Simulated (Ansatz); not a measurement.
Start from `C[SiH2]C[SiH2]O` and change one atom or group to get `C[SiH2][CH2][AlH][SH]`.

Ansatz, PBE0-D4/def2-TZVP geometries, multiplicity 1. Each molecule was computed in one conformer, which needn't be the lowest.

```json
{"property": "LUMO energy (B3LYP/def2-TZVPP) / eV", "`C[SiH2]C[SiH2]O`": "-0.04"}
{"property": "HOMO energy (PBE/def2-TZVPP) / eV", "`C[SiH2]C[SiH2]O`": "-6.84"}
{"property": "size of the dipole moment (B3LYP/def2-TZVPP) / D", "`C[SiH2]C[SiH2]O`": "1.94"}
{"property": "HOMO energy (ωB97M-V/def2-TZVPP) / eV", "`C[SiH2]C[SiH2]O`": "-10.46"}
{"property": "size of the dipole moment (PBE/def2-TZVPP) / D", "`C[SiH2]C[SiH2]O`": "1.93"}
{"property": "size of the dipole moment (ωB97M-V/def2-TZVPP) / D", "`C[SiH2]C[SiH2]O`": "1.97"}
```

(1) What does the change do to each property? (Best estimate.)

## Answers

(1) Computed: 
```csv
property,`C[SiH2][CH2][AlH][SH]`,shift
LUMO energy (B3LYP/def2-TZVPP) / eV,-1.22,-1.18
HOMO energy (PBE/def2-TZVPP) / eV,-6.50,0.34
size of the dipole moment (B3LYP/def2-TZVPP) / D,1.56,-0.38
HOMO energy (ωB97M-V/def2-TZVPP) / eV,-9.87,0.59
size of the dipole moment (PBE/def2-TZVPP) / D,1.49,-0.44
size of the dipole moment (ωB97M-V/def2-TZVPP) / D,1.58,-0.39
```

With PBE0 the HOMO rises by 0.54 eV and the LUMO falls by 1.26 eV, so the gap narrows by about 1.80 eV. PBE moves the HOMO by 0.34 eV and ωB97M-V by 0.59 eV. Dipoles are sizes alone; their direction can turn.

B3LYP here is the variant with VWN-RPA as its local correlation; programs differ in this.
